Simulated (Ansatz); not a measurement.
**Two structures, one formula**

The two ends of one reaction step of InH$_{2}$ClO$_{2}$, closed shell (PBE0-D4/def2-TZVP).

A:

```xyz
6
angstrom
In -0.1892 0.2722 0.1600
O 1.5186 -0.2040 -0.7000
O -1.5925 -1.0855 0.3524
H -1.3187 -1.9322 -0.0119
Cl -0.5466 2.4119 0.9390
H 2.1285 0.5376 -0.7394
```

B:

```tsv
atom	x (Å)	y (Å)	z (Å)
In1	-0.9443	0.5697	0.5384
O2	1.0597	-0.5231	-0.2652
O3	-1.5036	-1.1433	0.1060
H4	0.3487	-1.2033	-0.3747
Cl5	-0.4757	2.7199	1.1011
H6	1.5153	-0.4198	-1.1055
```

Ansatz 0.2.0; basis: def2-TZVPP; cores frozen in the correlated methods. Filled d shells of the heavier atoms are correlated. Core potentials replace the inner electrons of the atoms past krypton. The def2 sets are not built for correlating such inner shells, so the correlated values are less sure here. B3LYP uses VWN-RPA correlation.

Question: Which structure is lower at CCSD(T), and by how much? (Judge from chemistry; the value comes from the calculation.)

Answer: By the calculation: A, by 1.719 eV (electronic energy, against the other). By their contacts, A is InH₂ClO₂ ([OH][In]([OH])[Cl]) and B is InH₂ClO₂ ([O][In]([OH2])[Cl]).

All methods give the same order:

```tsv
method	E(B) − E(A) (eV)
SPW92	1.398
PBE-D4	1.419
BLYP-D4	1.385
r2SCAN-D4	1.604
B97M-V	1.623
PBE0-D4	1.704
B3LYP-D4	1.620
r2SCAN0-D4	1.812
BHLYP-D4	1.937
CAM-B3LYP-D4	1.776
wB97X-V	1.858
wB97M-V	1.811
B2PLYP	1.595
PBE-QIDH	1.787
RPA on PBE	1.607
HF	2.395
MP2	1.601
CCSD	1.871
CCSD(T)	1.719
```

The T1 diagnostic stays at or below 0.022.

Labels in which every atom is bracketed show which atoms are joined, not bond orders.

For scale, one of the runs: CCSD(T)/def2-TZVPP, 182 basis functions, launched by `ansatz run in.yaml --threads 4 --pin off --events-out ev --progress --plain --max-ram 9574MiB`. Hardware: 4 CPU threads of an Arm Neoverse V1, shared host. Wall time 60 s; peak host memory 2 GiB.
